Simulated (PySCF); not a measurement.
C₆H₁₀FNOSi.
Structure used (PBE0-D3(BJ)/def2-SVP), in Å, numbered top down from 1:
```xyz
20
C6H10FNOSi angstrom
C      2.3067   -0.0072   -1.4579
C      1.1882   -0.4426   -0.5380
C      0.5055   -1.7339   -0.9875
Si    -1.0081   -2.1033    0.0729
C     -1.8041   -0.3916    0.2299
C     -0.7197    0.6592    0.4429
F     -0.1745    0.4564    1.6966
C     -1.2931    2.0292    0.4371
N     -1.7778    3.0779    0.4351
O      0.2729    0.6650   -0.5043
H      2.7658    0.9219   -1.0919
H      1.9186    0.1730   -2.4718
H      3.0798   -0.7870   -1.5115
H      1.5904   -0.5752    0.4814
H      1.2313   -2.5622   -0.9563
H      0.1857   -1.6267   -2.0388
H     -0.6245   -2.6409    1.4113
H     -1.9452   -3.0584   -0.5889
H     -2.5359   -0.3291    1.0485
H     -2.3284   -0.1554   -0.7094
```

Computed with PBE0-D3(BJ)/def2-SVP geometry optimisation, gas phase in PySCF 2.14.0.

Take the most abundant isotopes and a rigid rotor. The values belong to one conformer with, in the numbering `[CH3:1][C@@H:2]1[CH2:3][SiH2:4][CH2:5][C@:6]([F:7])([C:8]#[N:9])[O:10]1`, C1–C2–C3–Si4 -173°, C2–C3–Si4–C5 42°, C3–Si4–C5–C6 -41°, Si4–C5–C6–F7 -69°.

(1) Give the principal moments of inertia and the rotational constants in MHz.

(2) What kind of rotor is it?

(3) Is it planar, by Δ = Ic − Ia − Ib?

(4) Which types of transition are allowed, and where do some lines up to J = 2 fall?

## Answers

(1) Ia = 325.04, Ib = 508.22, Ic = 701.92 u·Å²; 505379 MHz·u·Å²/I gives A = 1555, B = 994.4, C = 720.0 MHz.

(2) An asymmetric top. Ray's parameter κ = (2B − A − C)/(A − C) = -0.343; −1 is the prolate and +1 the oblate limit.

(3) Not planar: Δ = Ic − Ia − Ib = -131.34 u·Å². For a rigid frame Δ = −2 Σ m c², so Σ m c² = 65.67 u·Å² lies off the ab plane: 10.84 from hydrogen and 54.83 from heavier atoms. The atom farthest from that plane is 1.58 Å away.

(4) The dipole components are |μa| = 4.49 D, |μb| = 0.77 D, |μc| = 0.24 D. The squared components, which scale the intensities, stand as 1.00 : 0.03 : 0.00 (a : b : c). Some lines, for components of 0.1 D or more:

| type | branch | J(Ka,Kc) | MHz | lower level (cm⁻¹) |
| --- | --- | --- | --- | --- |
| c | Q | 2(1,2) ← 2(0,2) | 365 | 0.169 |
| c | Q | 1(1,1) ← 1(0,1) | 560 | 0.057 |
| a | Q | 2(1,1) ← 2(1,2) | 823 | 0.181 |
| b | Q | 1(1,0) ← 1(0,1) | 835 | 0.057 |
| b | Q | 2(1,1) ← 2(0,2) | 1188 | 0.169 |
| c | Q | 2(2,1) ← 2(1,1) | 1681 | 0.209 |
| a | R | 1(0,1) ← 0(0,0) | 1714 | 0.000 |
| b | Q | 2(2,0) ← 2(1,1) | 1760 | 0.209 |
| b | R | 1(1,1) ← 0(0,0) | 2275 | 0.000 |
| b | Q | 2(2,1) ← 2(1,2) | 2504 | 0.181 |
| c | R | 1(1,0) ← 0(0,0) | 2549 | 0.000 |
| b | R | 2(0,2) ← 1(1,1) | 2790 | 0.076 |
| a | R | 2(1,2) ← 1(1,1) | 3154 | 0.076 |
| a | R | 2(0,2) ← 1(0,1) | 3350 | 0.057 |
| a | R | 2(1,1) ← 1(1,0) | 3703 | 0.085 |
| b | R | 2(1,2) ← 1(0,1) | 3715 | 0.057 |
| c | R | 2(1,1) ← 1(0,1) | 4538 | 0.057 |
| b | R | 2(2,1) ← 1(1,0) | 5384 | 0.085 |
| c | R | 2(2,0) ← 1(1,0) | 5463 | 0.085 |
| c | R | 2(2,1) ← 1(1,1) | 5659 | 0.076 |
| b | R | 2(2,0) ← 1(1,1) | 5738 | 0.076 |

No PBE0-D3(BJ)/def2-SVP frequencies stand behind this structure, so it isn't proved a minimum. Constants of a rigid frame at the computed geometry: no zero-point averaging, no centrifugal distortion. A rigid rotor knows nothing of internal rotation, which can split or shift real lines. Quadrupole hyperfine structure (14N) is left out.
